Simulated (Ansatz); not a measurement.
Mulliken charges of CH4BInO (`[InH2][CH]1BO1`) from PBE/def2-TZVPP in Ansatz (PBE0-D4/def2-TZVP geometry).

```json
{"atom": "In1", "x (Å)": "-1.262", "y (Å)": "-0.439", "z (Å)": "0.927", "charge (e)": "0.479"}
{"atom": "C2", "x (Å)": "0.293", "y (Å)": "0.624", "z (Å)": "-0.098", "charge (e)": "-0.157"}
{"atom": "B3", "x (Å)": "1.400", "y (Å)": "-0.016", "z (Å)": "-0.908", "charge (e)": "-0.013"}
{"atom": "O4", "x (Å)": "0.378", "y (Å)": "0.430", "z (Å)": "-1.623", "charge (e)": "-0.186"}
{"atom": "H5", "x (Å)": "-2.023", "y (Å)": "-1.756", "z (Å)": "0.121", "charge (e)": "-0.129"}
{"atom": "H6", "x (Å)": "-1.657", "y (Å)": "0.039", "z (Å)": "2.536", "charge (e)": "-0.126"}
{"atom": "H7", "x (Å)": "0.436", "y (Å)": "1.675", "z (Å)": "0.155", "charge (e)": "0.109"}
{"atom": "H8", "x (Å)": "2.435", "y (Å)": "-0.557", "z (Å)": "-1.110", "charge (e)": "0.022"}
```

Problem. By hand: the dipole of these point charges (1 e Å = 4.8032 D).

Solution. Σ q r = (-0.168, 0.004, 0.430) e Å, of length 0.462 e Å = 2.22 D.

Problem. How does the dipole of the full density compare? (An estimate is asked.)

Solution. Computed: (0.112, 0.026, 0.197) e Å, 1.10 D; the point charges give 2.02 times that, at 51° from its direction.

Point charges leave out the atoms' own dipoles, such as those of lone pairs, and Mulliken's split depends on the basis, so the two needn't agree.
